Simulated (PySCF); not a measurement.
**Electron correlation in C(2+) (carbon, charge +2)**

[He] 2s2, closed-shell 1S. All numbers are calculated (PySCF 2.14, no relativity, point nucleus, in pcseg-2). Frozen: 1s2; 2 electrons correlated.

Total MP2 correlation energy: -41.63 mhartree.

Same-spin part 0.00 and opposite-spin part -41.63 mhartree; SCS-MP2 scales them by 1/3 and 6/5 to -49.96 mhartree.

With two correlated electrons CCSD is exact within the correlated space (frozen core and kept virtual orbitals).

| level | correlation energy (mhartree) |
| --- | --- |
| CCSD | -71.38 |

Diagnostics: T1 = 0.0080, D1 = 0.0113, largest double amplitude 0.156.

Problem. Is a single reference adequate?

Solution. Not fully. A double-excitation amplitude exceeds 0.15, a sign of near-degeneracy.
